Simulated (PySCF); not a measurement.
An element was calculated at PBE (PySCF 2.14, spin-free X2C, a double-zeta basis, no spin-orbit coupling), in the ground configurations that NIST lists.

- first ionisation energy: 5.618 eV
- second ionisation energy: 11.305 eV
- third ionisation energy: 24.613 eV

**Question.** Which element is it?

**Answer.** Samarium (Sm, Z = 62), in cc-pVDZ-X2C. NIST lists 5.644, 11.078 ± 0.02, 23.55 ± 0.08 eV for these ionisation energies.
